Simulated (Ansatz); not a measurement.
CH₆BClSSi, SMILES `CS[SiH2]BCl`, charge 0, multiplicity 1.

Q: Give a relaxed structure at PBE0-D4/def2-TZVP (Ansatz). (Best estimate.)

A: Computed: 
Cartesian coordinates in Å:
```
C -1.5087 -1.1455 0.3527
S -0.2003 -1.4923 -0.8585
Si 0.6335 0.4558 -1.0440
B 1.5236 1.1759 0.6197
Cl 1.6278 0.2430 2.0819
H -2.0476 -2.0800 0.5066
H -1.0892 -0.8203 1.3040
H -2.2044 -0.3973 -0.0275
H -0.4099 1.4370 -1.4688
H 1.6561 0.3605 -2.1226
H 2.0191 2.2631 0.6566
```
This is one stationary point; other conformers may exist.
